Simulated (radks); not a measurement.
The numbers below are computed, except where a source is named.
Neutral silicon inside a hard spherical wall (all orbitals vanish at R), configuration held at [Ne] 3s2 3p2 and not refilled when levels cross. Level of theory: scalar-relativistic Kohn-Sham, LDA (Slater exchange, Perdew-Wang correlation), spin-polarised, spherical densities, finite nucleus; open shells are filled with parallel spins first; Fermi nuclear charge, rms radius 3.1224 fm (a radial shooting solver on a logarithmic mesh with Libxc functionals). Eigenvalues in eV for spin up, with the zero of energy where the potential of the charges vanishes at infinity; a dash marks a level that is unbound or too diffuse for the functional's potential to be trusted. A positive occupied level is held by the wall or, in an anion where self-interaction has pushed it up, behind a barrier. The pressure on the wall is -dE/dV.

R (bohr)	E (hartree)	kinetic (hartree)	e(2s)	e(2p)	e(3s)	e(3p)	e(4s, empty)	e(4p, empty)	pressure (GPa)
free	-288.84546	289.279	-138.60	-95.487	-11.378	-4.615	-0.406	-	0
15	-288.84546	289.279	-138.60	-95.487	-11.377	-4.615	-0.322	0.677	< 0.0001
12	-288.84544	289.280	-138.59	-95.484	-11.375	-4.612	-0.120	1.203	0.000438
10	-288.84523	289.282	-138.57	-95.459	-11.357	-4.594	0.304	2.049	0.00651
5	-288.75431	289.761	-135.64	-92.519	-9.427	-2.195	12.711	18.103	10.8
4	-288.50887	290.745	-131.44	-88.301	-6.244	1.831	28.280	35.296	66.4
1.5	-269.01742	337.481	-65.302	-19.433	150.82	160.48	489.08	464.86	47200
